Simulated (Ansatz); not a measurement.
Relaxation of a periodic cell of 20 atoms, HC18Cl (surface graphene monolayer, adsorbate HCl), to a largest force component of 0.03 eV/Å in at most 60 steps.

Computed with DFT PBE-D3(BJ), scalar-relativistic, plane waves, PAW (Ansatz). Settings: cutoff 420 eV, k mesh 2x2x1, fermi-dirac smearing 0.02 eV, no spin polarisation.

```xyz
20
Lattice="7.3980 0.0000 0.0000 -3.6990 6.4069 0.0000 0.0000 0.0000 11.0000" Properties=species:S:1:pos:R:3:forces:R:3
C 0.000 0.000 1.000 0.68 -0.49 -1.04
C 1.233 0.712 1.000 -0.17 -0.02 -0.23
C -1.233 2.136 1.000 0.06 -0.23 -0.23
C 0.000 2.847 1.000 -0.14 0.28 0.03
C -2.466 4.271 1.000 0.29 -0.02 0.02
C -1.233 4.983 1.000 -0.41 0.22 0.02
C 2.466 0.000 1.000 0.06 -0.17 0.01
C 3.699 0.712 1.000 -0.10 0.28 0.01
C 1.233 2.136 1.000 0.26 -0.06 0.01
C 2.466 2.847 1.000 -0.41 0.23 0.01
C 0.000 4.271 1.000 0.37 -0.32 0.02
C 1.233 4.983 1.000 -0.17 0.05 0.00
C 4.932 0.000 1.000 0.25 0.02 -0.28
C 6.165 0.712 1.000 -0.72 0.40 -0.99
C 3.699 2.136 1.000 0.34 -0.34 0.03
C 4.932 2.847 1.000 -0.16 0.02 0.01
C 2.466 4.271 1.000 0.05 -0.20 0.03
C 3.699 4.983 1.000 -0.11 0.39 -0.15
Cl 6.752 0.295 3.480 0.08 -0.26 2.52
H 6.685 1.493 3.930 -0.06 0.22 0.20
```

**Question.** Where does it end, and by what steps?

**Answer.** It converged. The force dipped under the threshold on the way, but the program's further checks kept it going. Limits of this set-up: coarse k mesh, slab without dipole correction. After 27 steps the energy has fallen by 0.887 eV; Cl19 moved furthest, 1.42 Å.

```tsv
step	energy less start (eV)	largest force component (eV/Å)	accepted
0	0.0000	2.524	yes
1	-0.4637	1.325	yes
2	-0.6610	0.745	yes
3	-0.7643	0.309	yes
4	-0.8054	0.229	yes
5	-0.8389	0.267	yes
6	-0.8470	0.159	yes
7	-0.8515	0.144	yes
8	-0.8373	0.779	no
9	-0.8554	0.241	yes
10	-0.8594	0.217	yes
11	-0.8643	0.269	yes
12	-0.8694	0.047	yes
13	-0.8694	0.048	yes
14	-0.8719	0.386	yes
15	-0.8608	0.920	no
16	-0.8777	0.256	yes
17	-0.8643	0.519	no
18	-0.8807	0.174	yes
19	-0.8840	0.043	yes
20	-0.8850	0.183	yes
21	-0.8861	0.095	yes
22	-0.8857	0.073	no
23	-0.8864	0.018	yes
24	-0.8868	0.029	yes
25	-0.8869	0.080	yes
26	-0.8870	0.029	yes
27	-0.8870	0.029	yes
```

```xyz
20
Lattice="7.3980 0.0000 0.0000 -3.6990 6.4069 0.0000 0.0000 0.0000 11.0000" Properties=species:S:1:pos:R:3
C 0.016 -0.032 0.976
C 1.234 0.673 0.977
C -1.220 2.092 0.977
C 0.015 2.804 0.976
C -2.465 4.235 0.980
C -1.220 4.953 0.980
C 2.479 -0.046 0.980
C 3.712 0.667 0.981
C 1.234 2.099 0.978
C 2.479 2.818 0.981
C 0.014 4.241 0.980
C 1.233 4.944 0.981
C 4.931 -0.038 0.981
C 6.178 0.681 0.979
C 3.713 2.105 0.981
C 4.932 2.810 0.979
C 2.479 4.225 0.981
C 3.713 4.938 0.980
Cl 6.804 1.260 4.516
H 6.466 1.206 3.264
```

The run took 92 s on 1 thread of Intel(R) Xeon(R) 6975P-C (Granite Rapids) (shared host), peak memory 0.72 GiB.
